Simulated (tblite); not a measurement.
Here is a computed GFN2-xTB geometry (Å):
```
atom  x, y, z in Å
C1    -2.486    0.896    0.297
S2    -2.295   -0.417   -0.954
Si3   -1.028   -1.776    0.119
C4     0.590   -0.872    0.512
Cl5    1.457   -1.528    1.873
C6     1.116    0.163   -0.135
Si7    2.750    0.985    0.328
H8    -3.026    1.707   -0.179
H9    -1.508    1.238    0.623
H10   -3.057    0.513    1.137
H11   -1.680   -2.146    1.371
H12   -0.826   -2.882   -0.801
H13    0.550    0.540   -0.976
H14    3.822   -0.008    0.275
H15    2.628    1.540    1.678
H16    2.985    2.055   -0.643
```

Neutral, closed shell.

Q: Read off the bonds between heavy atoms and their formal orders.

A: C1–S2 1.82 Å (single); S2–Si3 2.15 Å (single); Si3–C4 1.89 Å (single); C4–Cl5 1.74 Å (single); C4–C6 1.33 Å (double); C6–Si7 1.89 Å (single). Bonds to hydrogen (Å): C1–H8 1.08; C1–H9 1.09; C1–H10 1.09; Si3–H11 1.46; Si3–H12 1.45; C6–H13 1.08; Si7–H14 1.46; Si7–H15 1.46; Si7–H16 1.46.

Q: Give the structure as a SMILES string.

A: `CS[SiH2]/C(Cl)=C/[SiH3]`, C3H9ClSSi2. Among its features: C=C double bond, C–Cl bond, Si–H bond and C–Si bond.

Q: What is the point group of this geometry?

A: C1 (no symmetry element, even within 0.4 Å).

Q: Describe the place of each heavy atom.

A: C1: S-methyl carbon; S2: sulfur bonded to C and Si; Si3: SiH2 silicon; C4: vinylic C–Cl carbon; Cl5: vinyl chlorine; C6: alkene CH carbon; Si7: SiH3 silicon.

Q: What is the arrangement about C1?

A: It has 4 neighbours (S2, H8, H9, H10) and is tetrahedral (angles from 106.8° to 110.7°).

Q: What is the arrangement about Si3?

A: It has 4 neighbours (S2, C4, H11, H12) and is distorted tetrahedral (angles from 104.3° to 114.4°).
